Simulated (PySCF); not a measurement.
**Assigning NMR signals**

Geometry:
```csv
atom,x (Å),y (Å),z (Å)
C1,-0.764,-2.050,-0.570
C2,-0.350,-0.853,-0.136
C3,0.995,-0.723,0.433
C4,1.755,0.364,0.343
C5,3.143,0.471,0.875
N6,-1.073,0.334,-0.289
C7,-1.277,1.140,0.895
C8,-2.241,0.303,-1.134
H9,-0.114,-2.905,-0.514
H10,-1.725,-2.217,-1.021
H11,1.389,-1.616,0.899
H12,1.374,1.243,-0.159
H13,3.447,-0.449,1.369
H14,3.841,0.680,0.064
H15,3.215,1.294,1.587
H16,-2.160,0.812,1.461
H17,-0.408,1.078,1.544
H18,-1.427,2.181,0.601
H19,-1.990,-0.177,-2.079
H20,-3.091,-0.225,-0.679
H21,-2.546,1.331,-1.336
```

- geometry from GFN2-xTB
- σ from GIAO-PBE0/pcSseg-1
- code: PySCF 2.14
- non-relativistic Hamiltonian, rapidly exchanging positions averaged, a single conformation, no solvent model

Scale: $^{13}$C, $^{1}$H vs TMS (reference shieldings calculated alike).

Question: Assign these signals to the numbered atoms. $^{13}$C{$^{1}$H} NMR (computed): δ 161.2, 137.6, 137.5, 95.5, 42.8, 22.2.

Answer: 
```tsv
δ (ppm)	atoms	environment	reason
161.2	C2	alkene carbon bearing nitrogen	an sp2 carbon further deshielded by the attached heteroatom
137.6	C4	alkene CH	an sp2 carbon of a C=C bond
137.5	C3	alkene CH	–
95.5	C1	β carbon of an enol-ether or enamine type C=C	the O or N lone pair pushes π density onto this β carbon and shields it
42.8	C7/C8	methyl carbon bonded to N	pulled downfield by the heteroatom
22.2	C5	allylic methyl carbon	saturated and bonded to C and H only
```

C4 and C3 lie closer than the usual error of such a calculation, so a measured spectrum could show them in the other order.

Question: Assign these signals to the numbered atoms. $^{1}$H NMR (400 MHz, computed): δ 6.14 (m, 1H), 6.09 (m, 1H), 4.31 (br s, 1H), 4.07 (br s, 1H), 2.63 (s, 6H), 1.96 (d, 3H).

Answer: 
| δ (ppm) | atoms | environment | reason |
| --- | --- | --- | --- |
| 6.14 | H12 | hydrogen on an alkene CH | a vinylic proton, deshielded by the sp2 carbon and the C=C anisotropy |
| 6.09 | H11 | hydrogen on an alkene CH | – |
| 4.31 | H9 | hydrogen on a β carbon of an enol-ether or enamine type C=C | lone-pair donation from O or N shields it, upfield of ordinary alkene protons |
| 4.07 | H10 | hydrogen on a β carbon of an enol-ether or enamine type C=C | – |
| 2.63 | H16/H17/H18/H19/H20/H21 | hydrogen on a methyl carbon bonded to N | its carbon carries N, hence the downfield position |
| 1.96 | H13/H14/H15 | hydrogen on an allylic methyl carbon | allylic position |

H12 and H11 lie closer than the usual error of such a calculation, so a measured spectrum could show them in the other order.

Shifts are as computed. Against solution values, carbons near 30 ppm lie about +3 ppm off and those near 130 ppm about +5 ppm. Of 1211 compounds with measured shifts, 218 miss one by over three times the rms of a fit or turn the order of signals round; such compounds aren't used in these exercises. Multiplicities follow the n + 1 count of equivalent neighbours, as no J values were calculated; m marks all less simple cases, F and P coupling included.
